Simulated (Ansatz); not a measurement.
Reaction (substitution at a C–C bond): `CC[S][SnH3]` + H–F → `FC[S][SnH3]` + CH₄

Program: Ansatz. Geometries: PBE0-D4/def2-TZVP. ΔE: electronic, gas phase. CCSD(T)/CBS adds triple-zeta CCSD(T) − MP2 to the extrapolated MP2 energy (def2 sets, frozen cores). This one scheme is used for every species. Functionals use def2-TZVPP. def2 core potentials past Kr. For Sn outer-core shells are correlated without core-valence functions, which leaves a few kJ/mol of doubt a bond. Each species was taken in one conformer, which may not be the lowest.

| level | ΔE (kJ/mol) |
| --- | --- |
| ωB97X-V | 25.5 |
| ωB97M-V | 28.0 |
| B2PLYP | 26.1 |
| r2SCAN | 21.7 |
| MP2/def2-TZVPP | 48.1 |
| SCS-MP2/def2-TZVPP | 39.4 |
| MP2/def2-QZVPP | 50.9 |
| SCS-MP2/def2-QZVPP | 42.3 |

Task: What does CCSD(T)/CBS give? (Best estimate.)

Result: Ansatz gave: +42.9 kJ/mol. The listed levels differ from it by -17.4, -14.9, -16.8, -21.2, 5.2, -3.5, 8.0, -0.6 kJ/mol.

Largest T1 diagnostic among the species: 0.013.

The D4 term adds +8.9 kJ/mol with B3LYP and +5.0 kJ/mol with PBE0; it sums over pairs of atoms, weighted by their polarisabilities, and B3LYP, whose exchange is more repulsive, gets the larger term. From PBE to PBE0 (25 % exact exchange), in def2-TZVPP and without D4, ΔE moves by +7.3 kJ/mol.

B3LYP here is the variant with VWN-RPA as its local correlation; programs differ in this.
